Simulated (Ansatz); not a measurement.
# Energy profile

The step: MgNH₄Cl ([NH3][MgH][Cl]) + H₂O → MgNH₄ClO ([NH3][Mg]([OH])[Cl]) + H₂; bonds formed: Mg1–O7, H2–H6; bonds broken: Mg1–H2, H6–O7 (atoms numbered as in the saddle structure below).

Mg1  (-1.041, -0.245, -0.944)
H2  (-0.021, 1.315, -1.264)
Cl3  (-2.697, -0.649, -2.332)
H4  (0.632, 0.060, 0.862)
N5  (-0.123, -1.032, 0.655)
H6  (0.454, 1.304, -0.494)
O7  (1.041, 1.149, 0.765)
H8  (-0.693, -1.241, 1.467)
H9  (0.447, -1.858, 0.507)
H10  (2.000, 1.197, 0.778)
(Å)

Electronic energies by CCSD(T) at an estimated basis limit (MP2 extrapolated from triple and quadruple zeta, plus CCSD(T) − MP2 in triple zeta), on PBE0-D4/def2-TZVP structures; MgNH6ClO, closed shell; no counterpoise correction. Computed with Ansatz 0.2.0 (basis: def2-TZVPP and def2-QZVPP); correlated methods freeze the cores. The outer core shell of Li, Na, Mg and K is correlated. The def2 sets are not built for correlating such inner shells, so the correlated values are less sure here. Extrapolation: Hartree–Fock as exp(−7.88 √X), correlation as X^−2.97.

**Question.** Give the profile in kcal/mol, counted from the separated reactants. (To be estimated.)

**Answer.** By the calculation:
```tsv
point	kcal/mol
separated: MgNH4Cl (linked as [NH3][MgH][Cl]; Mg1, H2, Cl3, H4, N5, H8, H9; singlet) + H2O (H6, O7, H10; singlet)	0.00
start structure	-11.53
saddle	14.30
end structure	-30.80
separated: MgNH4ClO (linked as [NH3][Mg]([OH])[Cl]; Mg1, Cl3, H4, N5, O7, H8, H9, H10; singlet) + H2 (H2, H6; singlet)	-27.93
```

T1 diagnostic: at most 0.009.

For scale, one of the runs: CCSD(T)/def2-TZVPP, 220 basis functions (an equivalent command: `ansatz run in.yaml --threads 4`). Time: 2 min of wall clock on 4 CPU threads; the host was shared. Peak host memory: 3.7 GiB.
